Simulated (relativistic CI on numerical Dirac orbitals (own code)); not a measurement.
# Cr³⁺ (3d3) in a crystal field

Calculated by Dirac-Coulomb-Breit CI, KLI orbitals optimised for each configuration, QED by a radiative potential, valence Slater integrals scaled by 0.9, one configuration in a parametric crystal field (own radial code). With so little scaling, terms lie 10 to 35 % too far apart, which can change the order of excited levels.

Field parameters in Wybourne normalisation: Oh B⁴₀ = 21Dq, B⁴₄ = √(5/14) B⁴₀. The field is a parameter set, without covalency.

S is read from ⟨S²⟩ = S(S + 1).

Site symmetry Oh; labels are those of the double group. Computed levels in cm⁻¹ above the lowest, in rising order:

```tsv
Δ (size of 10Dq)	Lowest	No. 2	No. 3	No. 4	No. 5	No. 6	No. 7	No. 8
4100	Γ8	4018 Γ7	4081 Γ8	4152 Γ8	4188 Γ6	7026 Γ7	7055 Γ8	7346 Γ8
7400	Γ8	7309 Γ7	7369 Γ8	7451 Γ8	7478 Γ6	12425 Γ7	12443 Γ8	12713 Γ8
10700	Γ8	10605 Γ7	10663 Γ8	10748 Γ8	10773 Γ6	17427 Γ7	17439 Γ8	17644 Γ8
14050	Γ8	13953 Γ7	14008 Γ8	14090 Γ8	14118 Γ6	18710 Γ8	19644 Γ8	19791 Γ6
17300	Γ8	17202 Γ7	17242 Γ8	17305 Γ8	17358 Γ6	18921 Γ8	19833 Γ8	19959 Γ6
20600	Γ8	18934 Γ8	19927 Γ8	20002 Γ6	20501 Γ7	20570 Γ8	20731 Γ6	20741 Γ8
23950	Γ8	19097 Γ8	20052 Γ8	20143 Γ6	23849 Γ7	23909 Γ8	24032 Γ6	24036 Γ8
27250	Γ8	19211 Γ8	20134 Γ8	20220 Γ6	27146 Γ7	27200 Γ8	27327 Γ8	27327 Γ6
30500	Γ8	19306 Γ8	20201 Γ8	20280 Γ6	29809 Γ8	29966 Γ7	30426 Γ7	30504 Γ8
33800	Γ8	19391 Γ8	20257 Γ8	20331 Γ6	30227 Γ8	30366 Γ7	33703 Γ7	33768 Γ8
37100	Γ8	19466 Γ8	20304 Γ8	20374 Γ6	30563 Γ8	30695 Γ7	37001 Γ7	37064 Γ8
40400	Γ8	19534 Γ8	20345 Γ8	20411 Γ6	30854 Γ8	30980 Γ7	40301 Γ7	40363 Γ8
```

Ground-state S against |10Dq| in cm⁻¹: 4100: 1.50, 7400: 1.50, 10700: 1.50, 14050: 1.50, 17300: 1.50, 20600: 1.50, 23950: 1.50, 27250: 1.50, 30500: 1.50, 33800: 1.50, 37100: 1.50, 40400: 1.50.

No abrupt spin change occurs in this range.
